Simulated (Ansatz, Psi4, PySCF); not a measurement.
C$_{3}$H$_{7}$O (SMILES CC(C)[O]), doublet, at a GFN2-xTB geometry. Base run: BLYP/6-31G* (PySCF).

Geometry (Å):
```xyz
11

O      0.0888     1.4162    -0.0233
C      0.0096     0.1414     0.2726
H      0.0110     0.1136     1.3971
C     -1.3201    -0.5440    -0.1188
C      1.2411    -0.7048    -0.1259
H     -1.3636    -0.6128    -1.2033
H      1.2696    -0.7781    -1.2106
H     -2.1629     0.0526     0.2194
H      2.1537    -0.2183     0.2074
H     -1.3820    -1.5407     0.3080
H      1.1802    -1.7015     0.3009
```
Charge 0, spin multiplicity 2.
Orbitals are unrestricted.
All else is at PySCF's defaults.

The same geometry, method and basis name were run in Ansatz (an electronic-structure program) and Psi4 and PySCF, at each program's defaults and at the settings that a row names. The base is PySCF at its defaults. Differences at the defaults can come from grids, fitting, cores and function types together.

```tsv
code and settings	ΔE vs base (µEh)	basis functions	E (Eh)	SCF cycles	dipole (D)
PySCF, defaults (exact integrals, its default grid, spherical functions)	0.0	70	-193.58580	11	1.99
Psi4, defaults (density fitting with its default set, its default grid, Cartesian functions)	-4661	74	-193.59046	10	2.00
Ansatz, defaults (factorised integrals, its default grid, Cartesian functions)	-4560	74	-193.59036	-	-
PySCF, density fitting with def2-universal-jkfit	-104	70	-193.58590	11	1.99
PySCF, fine grid	-3.0	70	-193.58580	11	1.99
Psi4, exact integrals, spherical functions, fine grid	-2.2	70	-193.58580	13	1.99
Ansatz, high accuracy, Cartesian functions as the basis file defines them	-4558	74	-193.59035	-	-
```

Open shells are given as the SCF converged; they aren't shown to be the lowest states, and a large step between rows can be another state.
